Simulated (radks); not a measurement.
The xenon ion Xe2+ inside a hard spherical wall (all orbitals vanish at R), configuration held at [Kr] 4d10 5s2 5p4 and not refilled when levels cross. Method: scalar-relativistic Kohn-Sham, LDA (Slater exchange, Perdew-Wang correlation), spin-polarised, spherical densities, point nucleus; open shells are filled with parallel spins first (spin-orbit coupling, left out, can overturn this in heavy ions); computed with a radial shooting solver on a logarithmic mesh with Libxc functionals. Eigenvalues in eV for spin up, with the zero of energy where the potential of the charges vanishes at infinity; a dash marks a level that is unbound or too diffuse for the functional's potential to be trusted. A positive occupied level is held by the wall or, in an anion where self-interaction has pushed it up, behind a barrier. The pressure on the wall is -dE/dV.

| R (bohr) | E (hartree) | kinetic (hartree) | e(4p) | e(4d) | e(5s) | e(5p) | e(5d, empty) | e(6s, empty) | pressure (GPa) |
|---|---|---|---|---|---|---|---|---|---|
| free | -7440.11389 | 7822.421 | -162.43 | -80.822 | -40.176 | -27.433 | -12.195 | -11.630 | 0 |
| 15 | -7440.11389 | 7822.421 | -162.43 | -80.822 | -40.176 | -27.433 | -12.195 | -11.630 | < 0.0001 |
| 7 | -7440.11372 | 7822.423 | -162.42 | -80.814 | -40.169 | -27.426 | -12.090 | -11.110 | 0.0192 |
| 6 | -7440.11211 | 7822.444 | -162.36 | -80.755 | -40.123 | -27.376 | -11.790 | -9.986 | 0.268 |
| 5 | -7440.09657 | 7822.596 | -161.97 | -80.375 | -39.834 | -27.041 | -10.675 | -6.492 | 3.60 |
| 4 | -7439.96121 | 7823.577 | -160.00 | -78.459 | -38.303 | -25.128 | -6.500 | 4.915 | 47.6 |
| 3.5 | -7439.67283 | 7825.263 | -157.29 | -75.848 | -35.948 | -22.079 | -1.026 | 18.836 | 178 |
| 3 | -7438.84212 | 7829.353 | -152.10 | -70.881 | -30.509 | -15.047 | 10.232 | 46.104 | 705 |
| 2.5 | -7436.33940 | 7839.981 | -142.15 | -61.363 | -16.784 | 2.183 | 34.945 | 102.97 | 3160 |
